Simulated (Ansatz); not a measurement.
Calculated with Ansatz (gas phase, PBE0-D4/def2-TZVP geometries, no zero-point term in ΔE). CCSD(T)/CBS adds triple-zeta CCSD(T) − MP2 to the extrapolated MP2 energy (def2 sets, frozen cores). DFT in def2-TZVPP. B3LYP here is the variant with VWN-RPA as its local correlation; programs differ in this. Each species was taken in one conformer, which may not be the lowest.

Reaction (ligand exchange at the Si–C bond): `FC1C=C1[SiH3]` + `NCBCl` → `[SiH3]NCBCl` + `FC1C=C1`

| level | ΔE (eV) |
| --- | --- |
| B3LYP-D4 | -0.13 |
| B2PLYP | -0.13 |
| r2SCAN | -0.10 |
| PBE0 | -0.09 |
| B3LYP | -0.12 |
| CCSD/def2-TZVPP | -0.16 |
| CCSD(T)/def2-TZVPP | -0.15 |
| MP2/CBS(def2) | -0.15 |

Question: What does CCSD(T)/CBS give? (Estimate.)

Answer: Computed: -0.15 eV. The listed levels differ from it by 0.02, 0.02, 0.05, 0.06, 0.03, -0.01, 0.00, 0.00 eV.

Largest T1 diagnostic among the species: 0.012.

In def2-TZVPP, CCSD(T) changes the Hartree–Fock value by +0.05 eV (the triples alone add +0.01 eV) and MP2 by +0.05 eV. From PBE to PBE0 (25 % exact exchange), in def2-TZVPP and without D4, ΔE moves by −0.04 eV.
